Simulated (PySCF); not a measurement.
Telling isomers of C8H16N2 apart by NMR

Theory: GIAO PBE0/pcSseg-1 shieldings, geometry from GFN2-xTB, in PySCF 2.14.0 with density-fitted response routines (a single conformation, non-relativistic, isolated molecule, rapidly exchanging positions averaged).

Shifts are taken against calculated references (same method and geometry level): ¹H and ¹³C against TMS. Where no couplings were computed, multiplicities follow the n + 1 count of equivalent neighbours, and m marks all less simple cases (inequivalent or close neighbours, rings, F or P nearby). Shifts are as computed. Against solution values, carbons near 30 ppm lie about +3 ppm off and those near 130 ppm about +5 ppm. Of 1211 compounds with measured shifts, 218 miss one by over three times the rms of a fit or turn the order of signals round; such compounds aren't used in these exercises.

(1) Tabulate the signals of `CC(C)N(C)/N=C/C1CC1`, `C/C=N/N=C(/C)C(C)(C)C` and their relative energies.

(2) What is the quickest way to tell CC(C)N(C)/N=C/C1CC1 from C/C=N/N=C(/C)C(C)(C)C?

Answers

(1) 
```json
{"SMILES": "CC(C)N(C)/N=C/C1CC1", "carbon types": "3×CH 2×CH2 3×CH3", "δC": "133.3, 61.6, 37.2, 21.4, 19.9, 7.5", "δH": "5.60 (d, 1H), 3.08 (sept, 1H), 2.75 (s, 3H), 1.79 (m, 1H), 1.21 (d, 6H), 0.74 (m, 2H), 0.29 (m, 2H)", "E rel. (kcal/mol)": "8.8"}
{"SMILES": "C/C=N/N=C(/C)C(C)(C)C", "carbon types": "2×C 1×CH 5×CH3", "δC": "139.0, 123.6, 42.6, 32.0, 24.1, 23.5", "δH": "6.23 (q, 1H), 1.99 (s, 3H), 1.99 (d, 3H), 1.18 (s, 9H)", "E rel. (kcal/mol)": "0.0"}
```

Energies are electronic energies at PBE0/pcSseg-1 on these geometries, without zero-point or thermal terms, each for the one conformer computed, which needn't be the lowest.

(2) Both give the same number of carbon signals, but DEPT or the intensities differ. The first has an sp3 CH bonded to N at 61.6 ppm, the second a C=N carbon (C) at 139.0 ppm. Their most deshielded carbons lie at 133.3 and 139.0 ppm. In the proton spectra the most deshielded non-exchanging signals are 5.60 (d, 1H) and 6.23 (q, 1H).
